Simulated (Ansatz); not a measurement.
**Group exchange: C2H4Ge + CH8OSi2 → C2H6GeSi + SiH2(CH3)(OH)**

Gas-phase species: C2H4Ge `C#[C][GeH3]`, singlet; CH8OSi2 `C[SiH2]O[SiH3]`, singlet; C2H6GeSi `[SiH3]C#[C][GeH3]`, singlet; SiH2(CH3)(OH), singlet. The partners trade H for SiH3: C–H and O–SiH3 bonds give way to C–SiH3 and O–H.

Shapes, held fixed at every level: PBE0-D4/def2-TZVP. Flexible molecules stand in one conformer, not always the lowest. Programs: Ansatz 0.2.0. Electronic energies: no zero-point or thermal term.

| level | kind | ΔE (kJ/mol) | less CCSD(T)/def2-TZVPP |
| --- | --- | --- | --- |
| HF/def2-SVP | Hartree–Fock | +78.9 | +10.2 |
| BHLYP-D4/def2-TZVPP | global hybrid | +78.5 | +9.8 |
| PBE0-D4/def2-TZVPP | global hybrid | +60.9 | -7.8 |
| wB97X-V/def2-TZVPP | range-separated hybrid | +70.0 | +1.3 |
| B2PLYP/def2-TZVPP | double hybrid | +69.3 | +0.6 |
| CCSD(T)/def2-SVP | coupled cluster or CI | +65.7 | -3.0 |
| CCSD/def2-TZVPP | coupled cluster or CI | +72.2 | +3.5 |
| CCSD(T)/def2-TZVPP | coupled cluster or CI | +68.7 | 0.0 |

The highest level, CCSD(T)/def2-TZVPP, gives ΔE = +68.7 kJ/mol; the levels span +60.9 to +78.9. The column of differences is taken from that level and isn't an error. No measured value is set beside it here. Relativity is left out for Ge. Outer-core shells of Ge are correlated, in sets that cover them unevenly.
